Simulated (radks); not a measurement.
The numbers below are computed, except where a source is named.
Species: Be. Configuration: [He] 2s2.

Code: a radial shooting solver on a logarithmic mesh with Libxc functionals. Model: scalar-relativistic Kohn-Sham, OLYP, spin-polarised, spherical densities, point nucleus.

Energy parts (eV):
part                    energy
total                 -399.209
kinetic                397.688
electron-nucleus      -917.102
Hartree                195.427
exchange-correlation   -75.221

Orbitals (lengths in bohr, moments of r in powers of bohr):
orbital,occ.,eigenvalue (eV),<1/r>,<r^4>,<r>
1s,2,-106.4946,3.672,0.1549,0.4188
2s,2,-5.4844,0.5404,133.2,2.611

The highest occupied level is 2s at -5.484 eV. For comparison, the ionisation energy in NIST's Atomic Spectra Database is 9.323 eV (measured). In exact Kohn-Sham theory the highest level is minus the ionisation energy, but local and semilocal functionals leave it too shallow, through self-interaction and a potential that decays too fast; potentials with the right tail come closer. Summed over all electrons, <r^2> = 16.93 bohr^2, which gives a Langevin (diamagnetic) susceptibility term of -13.4 x 10^-6 cm^3/mol.
